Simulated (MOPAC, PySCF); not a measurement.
H10GeSi3, SMILES `[SiH3][GeH]([SiH3])[SiH3]`, neutral singlet in the gas phase. 

Z-matrix (Å, degrees):
```
Ge
H 1 1.5438
Si 1 2.3826 2 109.73
H 3 1.4950 1 110.69 2 59.05
H 3 1.4950 4 108.99 1 122.04
H 3 1.4953 4 108.81 5 118.49
Si 1 2.3826 2 109.70 3 -120.00
H 7 1.4950 1 110.68 2 59.06
H 7 1.4950 8 108.99 1 122.00
H 7 1.4953 8 108.80 9 118.49
Si 1 2.3826 2 109.71 7 -120.00
H 11 1.4950 1 110.69 2 59.73
H 11 1.4950 12 108.99 1 122.03
H 11 1.4953 12 108.80 13 118.49
```
Charge 0, spin multiplicity 1.

All levels are single points at this geometry (PBE0-D3(BJ)/def2-SVP); Pople sets use spherical d functions. Orbital energies aren't observables, and empty levels follow the basis.

| level | HOMO (eV) | LUMO (eV) | gap (eV) | dipole (D) | vertical IE, Delta-SCF (eV) |
|---|---|---|---|---|---|
| PBE0-D3(BJ)/def2-TZVP in PySCF | -7.89 | -0.17 | 7.72 | 0.12 | 9.56 |
| ωB97X-D3(BJ)/def2-TZVP in PySCF | -10.11 | 1.74 | 11.85 | 0.13 | 9.80 |
| B3LYP/6-311+G** (LANL2DZ on Ge) in PySCF | -7.78 | -0.40 | 7.38 | 0.15 | – |
| B3LYP/6-31G* in PySCF | -7.56 | -0.16 | 7.41 | 0.14 | 9.49 |
| B3LYP/LANL2DZ in PySCF | -7.86 | 0.06 | 7.92 | 0.11 | – |
| BP86/6-31G* in PySCF | -6.84 | -0.86 | 5.99 | 0.11 | – |
| M06-2X/6-31G* in PySCF | -8.75 | 0.81 | 9.56 | 0.12 | – |
| SVWN5/6-31G* in PySCF | -6.80 | -1.00 | 5.80 | 0.08 | – |
| HF/6-31G* in PySCF | -10.22 | 3.14 | 13.36 | 0.20 | 9.09 |
| HF/STO-3G in PySCF | -7.96 | 10.08 | 18.04 | 0.10 | – |
| AM1 in MOPAC | -10.47 | -0.75 | 9.72 | 0.93 | – |
| PM3 in MOPAC | -10.04 | -2.25 | 7.80 | 0.61 | – |
| PM7 in MOPAC | -9.99 | -0.77 | 9.22 | 0.15 | – |
